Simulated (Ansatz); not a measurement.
Calculated with Ansatz (gas phase, PBE0-D4/def2-TZVP geometries, no zero-point term in ΔE). CBS: MP2 limit from def2 TZ/QZ plus the TZ coupled-cluster correction, frozen cores. Functionals use def2-TZVPP. B3LYP here is the variant with VWN-RPA as its local correlation; programs differ in this. For Br outer-core shells are correlated without core-valence functions, which leaves a few kJ/mol of doubt a bond. Scalar relativity is left out up to krypton. Each species was taken in one conformer, which may not be the lowest.

Consider the substitution at a C–N bond: `C/C=N/C` + `C[Si](N)(O)Br` → `CO[Si](C)(N)Br` + `CC=N`.

| level | ΔE (kJ/mol) | difference from CCSD(T)/CBS |
| --- | --- | --- |
| r2SCAN-D4 | 43.5 | 3.1 |
| B3LYP-D4 | 38.1 | -2.3 |
| ωB97M-V | 38.1 | -2.3 |
| PBE | 46.6 | 6.2 |
| PBE0 | 45.3 | 4.9 |
| B3LYP | 41.8 | 1.4 |
| SCS-MP2/def2-TZVPP | 40.1 | -0.3 |
| CCSD/def2-TZVPP | 38.1 | -2.3 |
| MP2/def2-QZVPP | 44.7 | 4.3 |
| SCS-MP2/def2-QZVPP | 41.1 | 0.7 |
| CCSD(T)/CBS | 40.4 | 0 |

Largest T1 diagnostic among the species: 0.012.

The D4 term adds −3.7 kJ/mol with B3LYP and −2.3 kJ/mol with PBE0; it sums over pairs of atoms, weighted by their polarisabilities, and B3LYP, whose exchange is more repulsive, gets the larger term. In def2-TZVPP, CCSD(T) changes the Hartree–Fock value by +4.3 kJ/mol (the triples alone add +0.8 kJ/mol) and MP2 by +9.3 kJ/mol.
